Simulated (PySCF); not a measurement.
Molfile (atoms numbered from 1):
```
C4H9FOSi2
     RDKit          3D

 17 17  0  0  0  0  0  0  0  0999 V2000
   -2.1785    2.2603    0.1176 F   0  0  0  0  0  0  0  0  0  0  0  0
   -1.4289    1.1661   -0.8192 Si  0  0  1  0  0  4  0  0  0  0  0  0
    0.4070    1.0988   -0.5242 C   0  0  0  0  0  0  0  0  0  0  0  0
    0.9951    0.0222    0.0224 C   0  0  0  0  0  0  0  0  0  0  0  0
    2.8612   -0.2862    0.1620 Si  0  0  0  0  0  4  0  0  0  0  0  0
    0.3557   -1.0360    0.5782 O   0  0  0  0  0  0  0  0  0  0  0  0
   -1.0131   -0.9321    0.9314 C   0  0  0  0  0  0  0  0  0  0  0  0
   -1.9470   -0.5563   -0.2139 C   0  0  0  0  0  0  0  0  0  0  0  0
   -1.8611    1.4934   -2.1681 H   0  0  0  0  0  0  0  0  0  0  0  0
    1.0660    1.8629   -0.9073 H   0  0  0  0  0  0  0  0  0  0  0  0
    3.5614    0.8810   -0.3765 H   0  0  0  0  0  0  0  0  0  0  0  0
    3.1893   -0.4946    1.5723 H   0  0  0  0  0  0  0  0  0  0  0  0
    3.1896   -1.4845   -0.6109 H   0  0  0  0  0  0  0  0  0  0  0  0
   -1.1087   -0.1829    1.7313 H   0  0  0  0  0  0  0  0  0  0  0  0
   -1.2583   -1.9159    1.3434 H   0  0  0  0  0  0  0  0  0  0  0  0
   -2.9703   -0.5835    0.1566 H   0  0  0  0  0  0  0  0  0  0  0  0
   -1.8663   -1.3008   -1.0050 H   0  0  0  0  0  0  0  0  0  0  0  0
  1  2  1  0
  2  3  1  0
  3  4  2  0
  4  5  1  0
  4  6  1  0
  6  7  1  0
  7  8  1  0
  8  2  1  0
  2  9  1  6
  3 10  1  0
  5 11  1  0
  5 12  1  0
  5 13  1  0
  7 14  1  0
  7 15  1  0
  8 16  1  0
  8 17  1  0
M  END
```

[PySCF 2.14.0 with density-fitted response routines: shieldings: GIAO PBE0/pcSseg-1; GFN2-xTB structure; one averaged value for each set of equivalent atoms; isolated molecule; no relativistic terms; single conformer]

List the cross peaks expected in HSQC, COSY and HMBC spectra.

Results:



HSQC (one-bond C–H):
```tsv
δH	δC
5.57 (H10)	110.7 (C3)
4.80 (H15)	67.5 (C7)
4.19 (H14)	67.5 (C7)
0.92 (H17)	16.2 (C8)
0.90 (H16)	16.2 (C8)
```

COSY cross peaks (H two or three bonds apart, from the bond graph; peaks can be absent where the dihedral angle is near 90°):
```tsv
δH	δH
5.57 (H10)	5.03 (H9)
5.03 (H9)	0.92 (H17)
5.03 (H9)	0.90 (H16)
4.80 (H15)	4.19 (H14)
4.80 (H15)	0.92 (H17)
4.80 (H15)	0.90 (H16)
4.19 (H14)	0.92 (H17)
4.19 (H14)	0.90 (H16)
0.92 (H17)	0.90 (H16)
```

HMBC (two and three bonds, from the bond graph):
```tsv
δH	δC
5.57 (H10)	185.7 (C4), 16.2 (C8)
5.03 (H9)	185.7 (C4), 110.7 (C3), 67.5 (C7), 16.2 (C8)
4.80 (H15)	185.7 (C4), 16.2 (C8)
4.19 (H14)	185.7 (C4), 16.2 (C8)
4.08 (H11/H12/H13)	185.7 (C4), 110.7 (C3)
0.92 (H17)	110.7 (C3), 67.5 (C7)
0.90 (H16)	110.7 (C3), 67.5 (C7)
```

Scale: $^{1}$H, $^{13}$C vs TMS (reference shieldings calculated alike).

Short H···H contacts in this conformer between protons four or more bonds apart (candidates for NOE cross peaks, intensity ∝ r⁻⁶): H10···H11 2.73 Å.

Shifts are as computed. Against solution values, carbons near 30 ppm lie about +3 ppm off and those near 130 ppm about +5 ppm. Of 1211 compounds with measured shifts, 218 miss one by over three times the rms of a fit or turn the order of signals round; such compounds aren't used in these exercises.
